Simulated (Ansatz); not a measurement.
A run on CH$_{6}$ClNOSi (`C[Si](N)(O)Cl`) with other settings.

```yaml
crystal:
  periodic: [false, false, false]
  atoms:
    - {symbol: C, position_ang: [-1.471491, 0.122050, -0.204919]}
    - {symbol: Si, position_ang: [0.328954, 0.150648, 0.211206]}
    - {symbol: N, position_ang: [1.190565, -0.834040, -0.865056]}
    - {symbol: O, position_ang: [0.692854, -0.389178, 1.713540]}
    - {symbol: Cl, position_ang: [0.912887, 2.154925, 0.187704]}
    - {symbol: H, position_ang: [-1.641289, 0.456731, -1.231241]}
    - {symbol: H, position_ang: [-2.030053, 0.785507, 0.458112]}
    - {symbol: H, position_ang: [-1.865524, -0.891294, -0.099711]}
    - {symbol: H, position_ang: [2.156026, -1.059042, -0.687918]}
    - {symbol: H, position_ang: [0.980640, -0.834022, -1.849131]}
    - {symbol: H, position_ang: [0.811829, 0.280816, 2.387915]}
basis:
  gaussian: {orbitals: def2-TZVP}
hamiltonian: {xc: {name: wB97}}
output: {forces: true}
```

```sh
$ ansatz run in.yaml --threads 4 --pin off --events-out ev --progress --plain --max-ram 10444MiB
```

Output, abridged:

```
Functional definition: wB97
1258 factors; their error is unknown
411 factors; integrals over basis functions are off by at most 2.9e-5 eV
mean field evaluation 1: about -25070.4321 eV, gradient 6.7e1 eV
mean field evaluation 2: about -25072.0536 eV, gradient 6.1e1 eV
mean field evaluation 4: about -25078.2297 eV, gradient 2.2e0 eV
mean field evaluation 8: about -25078.2424 eV, gradient 3.8e-2 eV
mean field evaluation 16: about -25078.2173 eV, gradient 5.2e-5 eV
mean field -25078.21731074 eV, -921.6074875434 hartree, gradient 1.2e-5 eV, S^2 0.000000; 0 other end points of the search recorded, 0 dependent functions left out
reference -25078.21730035 eV, -921.6074871617 hartree; 29, 29 occupied and 174, 174 virtual orbitals, 1258 factors
Total energy: -25078.21730035 eV, -921.6074871617 hartree
Atom 0 at    -1.471491     0.122050    -0.204919 Å, force     0.036430     0.021629     0.015510 eV/Å
Atom 1 at     0.328954     0.150648     0.211206 Å, force    -0.095038     0.090352    -0.125100 eV/Å
Atom 2 at     1.190565    -0.834040    -0.865056 Å, force     0.062655     0.016527    -0.075531 eV/Å
Atom 3 at     0.692854    -0.389178     1.713540 Å, force     0.028790     0.024390     0.136290 eV/Å
Atom 4 at     0.912887     2.154925     0.187704 Å, force    -0.024748    -0.104809     0.004435 eV/Å
Atom 5 at    -1.641289     0.456731    -1.231241 Å, force    -0.004332     0.003697    -0.016578 eV/Å
Atom 6 at    -2.030053     0.785507     0.458112 Å, force    -0.019536     0.008861     0.007981 eV/Å
Atom 7 at    -1.865524    -0.891294    -0.099711 Å, force    -0.005644    -0.009483     0.000125 eV/Å
Atom 8 at     2.156026    -1.059042    -0.687918 Å, force     0.010596    -0.022184     0.003744 eV/Å
Atom 9 at     0.980640    -0.834022    -1.849131 Å, force    -0.004781    -0.017054    -0.027156 eV/Å
Atom 10 at     0.811829     0.280816     2.387915 Å, force     0.015610    -0.011925     0.076280 eV/Å
Dipole moment:    -0.048568    -0.114726    -0.144841 e Å
```

Run time 6 s (4 threads of an Arm Neoverse V1 on a shared host); peak host memory 0.4 GiB.
